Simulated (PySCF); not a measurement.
Worked example: oscillator strength and radiative lifetime

chlorosilylformaldehyde (CH₃ClOSi), SMILES O=C[SiH2]Cl.

Geometry: B3LYP-D3(BJ)/def2-SVP. One conformer was computed; it need not be the lowest.

TDDFT-PBE/def2-SVPD run with PySCF puts the first singlet state with f over 0.02 at 6.26 eV (vertical), with the transition dipole (-0.505, 0.258, 0.000) in atomic units.

**Question.** Find the oscillator strength, the wavelength and the radiative lifetime that this transition would have in vacuum if emission retraced absorption.

**Answer.** 
|μ|² = 0.3216 au, so |μ| = 1.44 D. ΔE = 6.26/27.211 = 0.2301 hartree. f = (2/3) ΔE |μ|² = 0.049 (the program prints 0.049).
λ = 1239.84/6.26 = 198 nm; ν = 50490 cm⁻¹.
Einstein's coefficient A = 0.6670 ν² f s⁻¹ (ν in cm⁻¹) = 8.4e7 s⁻¹, so τ = 1/A = 12 ns. This state is S6; the lower singlets have f = 0.001, 0.005, 0.003, 0.000, 0.005. The figure is the radiative limit of this one transition; relaxation, internal conversion, crossing to triplets and a medium change what is measured.
